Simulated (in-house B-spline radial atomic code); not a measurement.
The numbers below are computed, except where a source is named.
**Stopping of slow ions oscillates with Z: Mg to Ni at r_s = 1.65**

A nucleus sits in a uniform electron gas with a rigid positive background. The Kohn-Sham equations are solved self-consistently in the spin-unpolarised LDA (PW92), non-relativistic, on B-splines with outgoing waves at the boundary and partial waves to l = 8. The model has no lattice, no bands and no magnetic solution. Atomic units; δ_l are the phase shifts at the Fermi level, counted so that each bound state adds π, and good to about 0.0005.

The density parameter is r_s = 1.65 bohr. The friction coefficient Q = n k_F σ_tr gives dE/dx = Q v for slow ions.

| ion | δ0/π | δ1/π | δ2/π | δ3/π | σ_tr (bohr²) | Q (a.u.) |
| --- | --- | --- | --- | --- | --- | --- |
| Mg | 1.877 | 1.093 | 0.127 | 0.021 | 6.97 | 0.4306 |
| Al | 1.981 | 1.187 | 0.148 | 0.022 | 7.92 | 0.4898 |
| Si | 2.080 | 1.283 | 0.169 | 0.023 | 11.18 | 0.6908 |
| P | 2.172 | 1.379 | 0.191 | 0.024 | 16.29 | 1.0071 |
| S | 2.258 | 1.472 | 0.216 | 0.025 | 22.29 | 1.3779 |
| Cl | 2.336 | 1.558 | 0.248 | 0.025 | 28.27 | 1.7472 |
| Ar | 2.407 | 1.636 | 0.287 | 0.025 | 33.83 | 2.0910 |
| K | 2.472 | 1.704 | 0.334 | 0.025 | 38.93 | 2.4064 |
| Ca | 2.529 | 1.762 | 0.390 | 0.024 | 43.24 | 2.6726 |
| Sc | 2.580 | 1.810 | 0.453 | 0.022 | 45.86 | 2.8346 |
| Ti | 2.625 | 1.851 | 0.522 | 0.021 | 45.67 | 2.8230 |
| V | 2.666 | 1.887 | 0.594 | 0.020 | 42.05 | 2.5996 |
| Cr | 2.704 | 1.919 | 0.667 | 0.020 | 35.38 | 2.1870 |
| Mn | 2.741 | 1.950 | 0.741 | 0.020 | 26.97 | 1.6673 |
| Fe | 2.780 | 1.981 | 0.811 | 0.021 | 18.64 | 1.1524 |
| Co | 2.822 | 2.017 | 0.878 | 0.023 | 11.95 | 0.7387 |
| Ni | 2.870 | 2.058 | 0.938 | 0.026 | 7.67 | 0.4743 |

Q: Where are the largest and smallest frictions, and what do the phase shifts say there?

A: Largest: Sc, Q = 2.8346; smallest: Mg, Q = 0.4306, a ratio of 6.6. For the largest δ2/π = 0.45: the d resonance is about half filled and sits at the Fermi level, where it scatters most. For the smallest, which lies at the edge of the table, the differences δ_l − δ_(l+1), measured from the nearest multiple of π, are 0.22π, 0.03π, 0.11π; σ_tr grows with the sines of these.

Q: At equal speed, Lindhard and Scharff's formula, with silicon as an example target, scales as Z^(7/6)/(Z^(2/3) + 14^(2/3))^(3/2). How does its rise from the first ion to the last compare?

A: It rises smoothly by 0.8374/0.4943 = 1.69, while Q changes by 0.474/0.431 = 1.10. The statistical formula averages over shells, so it can't show the oscillation.
